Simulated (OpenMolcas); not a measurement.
# Bi: effect of the IPEA shift

- Program: OpenMolcas 26.06
- Basis: ANO-RCC [11s10p9d6f4g]
- Scalar Hamiltonian: DKH2, point nucleus
- Active space: 5 electrons in 9 orbitals (RAS2 6s 6p; RAS3 6d, at most 2 electrons)
- State averaging: 2S+1 = 4 odd, 1 root; 2S+1 = 2 odd, 8 roots; 2S+1 = 4 even, 1 root (0 in the spin-orbit step); 2S+1 = 2 even, 1 root (0 in the spin-orbit step)
- Spin-orbit coupling: RASSI with atomic mean-field integrals over the reference wave functions, term energies averaged over their components

Methods on the same reference wave functions:
A. RASSCF
B. SS-RASPT2, IPEA 0.25 Eh, imaginary shift 0.1 Eh (closed shells correlated: 5d)
C. SS-RASPT2, IPEA 0.5 Eh, imaginary shift 0.1 Eh (closed shells correlated: 5d)

Energies in eV above 6s² 6p³ ⁴S°_3/2, the measured ground level; measured values from NIST Handbook of Basic Atomic Spectroscopic Data.

```
                 Level       A       B       C  Measured
6s² 6p³ ⁴S°_3/2 [66 %]  0.0000  0.0000  0.0000    0.0000
6s² 6p³ ²D°_3/2 [65 %]  1.4744   1.278   1.288    1.4158
       6s² 6p³ ²D°_5/2  2.0143   1.735   1.751    1.9140
       6s² 6p³ ²P°_1/2  2.8881   2.611   2.632    2.6856
6s² 6p³ ²P°_3/2 [67 %]  3.9343   3.685   3.702    4.1119
```

Deviations, from unrounded energies. A percentage is the sum of absolute deviations over the sum of measured energies, with the sign that they share, or ± where signs differ.

| Against measurement | Levels | A | B | C |
| --- | --- | --- | --- | --- |
| mean absolute deviation (cm-1) | 4 | 1100 | 1600 | 1500 |
| other terms of the ground configuration (%) | 4 | ±5.3 | -8.1 | -7.5 |

A lies closest to measurement on these levels and B furthest from it. The largest miss of A in the table is 6s² 6p³ ²P°_1/2, by +1600 cm-1. The ranking rests on the paired levels alone, and a cruder setting can come out closer through cancelling errors.

Between B and C the level of the table that moves most is 6s² 6p³ ²P°_1/2, by 160 cm-1 (lowest in B, highest in C). Moves below CASPT2's spread within the term are not significant.

From A to B the spin-free energies of the other terms of 6s² 6p³ shown, above ⁴S°, scale by factors of 0.74 to 0.84.

The lowest spin-free term lies below A's lowest term by 0.478 hartree in B, 0.474 hartree in C.

CASPT2 breaks the degeneracy within a term, and the mean is taken; among the terms shown or strongly mixed into the levels shown the widest spread is 19 cm-1 (6s² 6p³ ²D°, C). Some high roots are left out of the spin-orbit mixing, which shifts the levels that they would mix with. Active for correlation alone: 6d; no level in the range computed is led by a configuration that fills it, so any true level of that kind is missing. Spin-orbit splittings of 6p shells tend to come out small when the coupling is added on scalar orbitals. Computed and measured levels are paired by configuration, term and J; levels that our copy of the source lacks, or whose pairing is in doubt (as where it misses far off the trend of its configuration), stay unpaired and out of the deviations. Levels of configurations outside the active space are missing.

A share in square brackets marks a mixed level and gives the weight of the term that names it, the lowest over the columns. ° marks odd parity.
